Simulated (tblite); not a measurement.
Compound: C₅H₂BrO₂S (doublet state).
Atom-mapped SMILES: `[O:1][C:2](=[O:3])[c:4]1[cH:5][cH:6][c:7]([Br:8])[s:9]1` (hydrogens: H10 on C5; H11 on C6)
Bond orders are those of one Lewis drawing.

Computed with GFN2-xTB (tblite), gas phase: L-BFGS steps from a force-field or distance-geometry start until the largest atomic force falls under 0.01 eV/Å.

Step 14: E = -737.3218 eV
```
atom  x, y, z in Å  |  force x, y, z in eV/Å
O1     -2.6731    0.4916    0.8191   -0.110  -0.090  -0.001
C2     -2.2163   -0.5361    0.3735   -0.131   0.051   0.048
O3     -2.5497   -1.6626    0.0944    0.104  -0.014  -0.031
C4     -0.6773   -0.3023    0.0652    0.081  -0.024  -0.026
C5     -0.0252    0.8696    0.2881   -0.027   0.044   0.020
C6      1.3279    0.7856   -0.0765    0.033   0.026   0.003
C7      1.6524   -0.4484   -0.5584   -0.083  -0.026   0.005
Br8     3.3400   -0.9746   -1.1500    0.072  -0.083  -0.046
S9      0.3113   -1.5456   -0.5848   -0.036  -0.117  -0.025
H10    -0.5123    1.7334    0.6929    0.028   0.129   0.032
H11     2.0278    1.5922    0.0105    0.070   0.104   0.020
```

Step 15: E = -737.3258 eV
```
atom  x, y, z in Å  |  force x, y, z in eV/Å
O1     -2.6831    0.4836    0.8190   -0.165   0.019   0.047
C2     -2.2167   -0.5370    0.3734   -0.051  -0.025   0.004
O3     -2.5318   -1.6669    0.0884    0.043  -0.048  -0.026
C4     -0.6788   -0.2937    0.0689    0.137  -0.085  -0.058
C5     -0.0224    0.8747    0.2898   -0.041   0.031   0.012
C6      1.3306    0.7882   -0.0764    0.020   0.020   0.006
C7      1.6508   -0.4465   -0.5585   -0.062  -0.066  -0.006
Br8     3.3344   -0.9913   -1.1542    0.025  -0.042  -0.022
S9      0.3059   -1.5401   -0.5811   -0.016  -0.114  -0.032
H10    -0.5118    1.7356    0.6926    0.021   0.210   0.064
H11     2.0285    1.5960    0.0123    0.089   0.100   0.012
```

Step 16: E = -737.3300 eV
```
atom  x, y, z in Å  |  force x, y, z in eV/Å
O1     -2.6983    0.4732    0.8192   -0.176   0.081   0.070
C2     -2.2170   -0.5379    0.3732    0.015  -0.087  -0.031
O3     -2.5098   -1.6723    0.0810   -0.014  -0.061  -0.017
C4     -0.6784   -0.2847    0.0724    0.129  -0.111  -0.063
C5     -0.0198    0.8817    0.2921   -0.030   0.041   0.005
C6      1.3342    0.7921   -0.0761   -0.001  -0.025  -0.003
C7      1.6479   -0.4455   -0.5588   -0.019  -0.055  -0.005
Br8     3.3275   -1.0124   -1.1595   -0.042   0.012   0.011
S9      0.2993   -1.5359   -0.5775    0.017  -0.068  -0.030
H10    -0.5110    1.7423    0.6934    0.039   0.220   0.067
H11     2.0308    1.6021    0.0147    0.081   0.052  -0.004
```

Question: Estimate the geometry and energy of step 17. (The exact step hangs on the optimiser's Hessian estimate; all steps are aligned on step 16, rigid shifts and turns removed.)

Answer: E = -737.3330 eV, largest force 0.179 eV/Å
```
atom  x, y, z in Å  |  force x, y, z in eV/Å
O1     -2.7137    0.4643    0.8201   -0.111   0.048   0.042
C2     -2.2175   -0.5387    0.3730    0.025  -0.080  -0.029
O3     -2.4933   -1.6765    0.0754   -0.042  -0.057  -0.009
C4     -0.6763   -0.2794    0.0742    0.069  -0.053  -0.030
C5     -0.0182    0.8878    0.2940   -0.015   0.023  -0.008
C6      1.3371    0.7946   -0.0760   -0.014  -0.025   0.000
C7      1.6455   -0.4455   -0.5591    0.018  -0.030   0.000
Br8     3.3222   -1.0282   -1.1635   -0.085   0.051   0.034
S9      0.2949   -1.5345   -0.5755    0.042  -0.008  -0.019
H10    -0.5091    1.7512    0.6950    0.071   0.159   0.042
H11     2.0338    1.6075    0.0164    0.043  -0.028  -0.023
```

The energy changes by -0.0030 eV. The first-order estimate −F·Δx gives -0.0044 eV and the mean of the old and new forces, exact on a quadratic surface, -0.0030 eV. The step makes an angle of 72° with the force vector and moves no atom by more than 0.018 Å.

The cost below is that of the whole relaxation. Time: 0.22 s wall. Hardware: Arm Neoverse V2, one thread, shared host with 96 logical CPUs at a one-minute load of 46.
